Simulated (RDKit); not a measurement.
Input for RDKit: UFF on CH2O2 (a complex).

```python
from rdkit import Chem
from rdkit.Chem import AllChem, rdDetermineBonds

blocks = [
'''3

O     0.29613357   -0.40781588   -0.45556961
H     0.14804266   -0.30083152    0.49153528
H     0.36417934    0.48595779   -0.80543527
''',
'''2

C    -0.04134313   -0.09566330    2.79912742
O    -0.09138423   -0.09449457    3.92104269
''',
]
mol = None
for b in blocks:
    f = Chem.MolFromXYZBlock(b)
    rdDetermineBonds.DetermineBonds(f, charge=0)
    mol = f if mol is None else Chem.CombineMols(mol, f)
Chem.SanitizeMol(mol)
print(Chem.MolToSmiles(Chem.RemoveHs(mol)))
ff = AllChem.UFFGetMoleculeForceField(mol, vdwThresh=100.0, ignoreInterfragInteractions=False)
e = ff.CalcEnergy()
print(f'UFF energy {e:.6f} kcal/mol')
```

The log:

```
O.[C-]#[O+]
UFF energy 4.672907 kcal/mol
```

The run finished.

Cost: roughly 0.03 core-seconds.
